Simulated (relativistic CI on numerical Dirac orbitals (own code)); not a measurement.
## Hyperfine structure of Re18+, mass number 187

Method of calculation: Dirac-Coulomb-Breit CI, KLI orbitals optimised for each configuration, model QED, unscaled Slater integrals (own radial code, finite nucleus).

Configurations in the expansion (outside the closed core [Ar] 3d10): 4s2.4p6.4d10.4f11, 4s2.4p6.4d10.4f10.5s, 4s2.4p6.4d10.4f9.5s2, 4s2.4p6.4d10.4f10.5p, 4s2.4p6.4d9.4f12, 4s2.4p6.4d10.4f10.5d, 4s2.4p6.4d8.4f13, 4s2.4p6.4d10.4f10.6s, 4s2.4p5.4d10.4f12, 4s2.4p4.4d10.4f13, 4p6.4d10.4f13, 4s.4p6.4d10.4f11.5s, 4s.4p6.4d9.4f13, 4s.4p6.4d10.4f11.6s. Levels of other configurations are missing.

Nuclear spin I = 5/2, μ = 3.209 μN, Q = 1.94 b (tables of Stone and Pyykkö). The electronic factors are computed for point nuclear moments, without core polarisation or the Bohr-Weisskopf and QED corrections.

```
                     Level  E (eV)  A (MHz)  B (MHz)
4s2.4p6.4d10.4f11 4I°_15/2  0.0000     2382    -3300
4s2.4p6.4d10.4f11 4I°_13/2  2.2084     2754    -2770
4s2.4p6.4d10.4f11 4I°_11/2  2.8684     2731     -983
 4s2.4p6.4d10.4f11 4F°_7/2  5.5562     2423     3310
 4s2.4p6.4d10.4f11 4F°_5/2  5.8373     2454      254
4s2.4p6.4d10.4f11 2K°_15/2  6.9205     2819    -8790
4s2.4p6.4d10.4f11 4G°_11/2  7.0524     2637      624
 4s2.4p6.4d10.4f11 2G°_7/2  7.1237     2765      248
```

Levels with J = 0, under 50 % of one LS term, or S terms without an open s electron are left out. Small factors come from cancelling terms and can be off by tens of per cent or more.

At this charge transitions that keep the count of f electrons are usually good to a few per cent. Terms inside the open d or f shell come out 10 to 20 % too wide with unscaled integrals. Levels that differ in their count of f electrons can be misplaced by several ten thousand cm⁻¹, since the correlation energy of f electrons is missing or only estimated; rates across such gaps can be off by orders of magnitude.

(1) Give the hyperfine levels of 4s2.4p6.4d10.4f11 4I°_15/2 relative to its centre of gravity.

Results:

(1) With K = F(F + 1) − I(I + 1) − J(J + 1), E = AK/2 + B[¾K(K + 1) − I(I + 1)J(J + 1)]/[2I(2I − 1)J(2J − 1)]: F = 5: -51820, F = 6: -36510, F = 7: -19080, F = 8: 280.2, F = 9: 21340, F = 10: 43840 MHz.

LS names give the leading component of a level, which can be under half, so a name can repeat, a term be missing and a line seem to break the LS rules.
